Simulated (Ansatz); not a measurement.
Input and output for C2H7AlSSi, SMILES `[SiH3]C[CH]1[AlH][S]1`.

```yaml
crystal:
  periodic: [false, false, false]
  atoms:
    - {symbol: Si, position_ang: [-1.054996, -0.875231, 1.477653]}
    - {symbol: C, position_ang: [0.501080, -0.308422, 0.483276]}
    - {symbol: C, position_ang: [0.402068, -0.035085, -1.068420]}
    - {symbol: Al, position_ang: [1.122776, 1.507011, -1.919519]}
    - {symbol: S, position_ang: [-0.815461, 1.635182, -1.235659]}
    - {symbol: H, position_ang: [-2.052346, 0.329348, 1.624551]}
    - {symbol: H, position_ang: [-0.611530, -1.377779, 2.687255]}
    - {symbol: H, position_ang: [-1.697319, -1.951768, 0.535829]}
    - {symbol: H, position_ang: [0.847888, 0.545478, 0.946756]}
    - {symbol: H, position_ang: [1.349763, -1.116654, 0.470086]}
    - {symbol: H, position_ang: [-0.236182, -0.787943, -1.493778]}
    - {symbol: H, position_ang: [2.287125, 2.228292, -2.583131]}
basis:
  gaussian: {orbitals: STO-3G}
total_charge: 1
magnetization: {spin_polarized: true, initial_magnetization: 1}
hamiltonian: {xc: {name: r2SCAN50}, dispersion: d3bjatm}
```

```sh
$ ansatz run in.yaml --threads 4 --pin off --events-out ev --progress --plain --max-ram 10444MiB
```

Shortened log:

```
Functional definition: r2SCAN50
528 factors; integrals over basis functions are off by at most 5.7e-5 eV
mean field evaluation 1: about -27170.5928 eV, gradient 1.6e1 eV
mean field evaluation 2: about -27171.5932 eV, gradient 1.2e1 eV
mean field evaluation 4: about -27172.5873 eV, gradient 7.7e-1 eV
mean field evaluation 8: about -27172.6096 eV, gradient 8.7e-2 eV
mean field evaluation 16: about -27172.6103 eV, gradient 6.8e-4 eV
mean field -27172.61027862 eV, -998.5750094826 hartree, gradient 1.6e-5 eV, S^2 0.762537; 4 other end points of the search recorded, 0 dependent functions left out
reference -27172.61028326 eV, -998.5750096532 hartree; 31, 30 occupied and 13, 14 virtual orbitals, 528 factors
Total energy: -27172.73676229 eV, -998.5796576716 hartree
```

Hardware: 4 threads of an Intel Xeon 6975P-C on a shared host. Wall time 1.4 s, peak host memory 0.52 GiB.
